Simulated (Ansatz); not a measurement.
Abridged output of a molecular run in Ansatz:

```
Functional definition: HF
546 factors; integrals over basis functions are off by at most 8.7e-4 eV
mean field evaluation 1: about -49878.0253 eV, gradient 2.4e1 eV
mean field evaluation 2: about -49878.0757 eV, gradient 2.4e1 eV
mean field evaluation 4: about -49880.9103 eV, gradient 2.0e0 eV
mean field evaluation 8: about -49880.9986 eV, gradient 2.5e-1 eV
mean field evaluation 16: about -49881.0020 eV, gradient 1.9e-6 eV
mean field -49881.00204790 eV, -1833.0930147028 hartree, gradient 1.9e-6 eV, S^2 0.760146; 1 other end points of the search recorded, 0 dependent functions left out
6 core orbitals not correlated: weight in the atoms' cores, before any rotation towards them, 1.000 or more for the frozen orbitals, at most 0.000 for the correlated occupied ones
reference -49881.00204790 eV, -1833.0930147028 hartree; 14, 13 occupied and 35, 36 virtual orbitals, 546 factors
second order -14.36555352 eV of doubles, -0.00000000 eV of singles
cycle   1  -13.50615695 eV  change    8.6e-1 eV  update   9.7e-2
cycle   2  -13.94330377 eV  change   -4.4e-1 eV  update   3.5e-2
cycle   3  -14.01872265 eV  change   -7.5e-2 eV  update   1.8e-2
cycle   4  -14.01637576 eV  change    2.3e-3 eV  update   8.0e-3
cycle   5  -14.01461391 eV  change    1.8e-3 eV  update   5.2e-3
cycle   6  -14.01524358 eV  change   -6.3e-4 eV  update   2.5e-3
cycle   7  -14.01581883 eV  change   -5.8e-4 eV  update   1.3e-3
cycle   8  -14.01619458 eV  change   -3.8e-4 eV  update   6.0e-4
cycle   9  -14.01628626 eV  change   -9.2e-5 eV  update   2.8e-4
cycle  10  -14.01619241 eV  change    9.4e-5 eV  update   1.2e-4
cycle  11  -14.01624201 eV  change   -5.0e-5 eV  update   5.8e-5
cycle  12  -14.01625321 eV  change   -1.1e-5 eV  update   2.4e-5
perturbative correction -0.40531039 eV, -0.0148948820 hartree
Total energy: -49895.42361150 eV, -1833.6229973898 hartree
Checks for a lower state left out: cluster_reference
```

Its atoms:

Cartesian coordinates in Å:
```
N 0.0963 -0.0375 -0.3650
Zn -0.7042 1.2240 0.7971
H -0.4268 -0.9093 -0.3763
H 1.0347 -0.2771 -0.0558
```

Task: Which basis set was used?
A. def2-TZVPPD
B. def2-SVP
C. def2-QZVPP
D. cc-pV(T+d)Z

Result: B. It gives 55 functions.

Task: Write the keys of the input that set method, charge and spin (a neutral closed shell needs none for the last two).

Result: 
```yaml
magnetization: {spin_polarized: true, initial_magnetization: 1}
correlation: {method: ccsd_t}
scf: {omitted_lower_state_checks: [cluster_reference]}
```
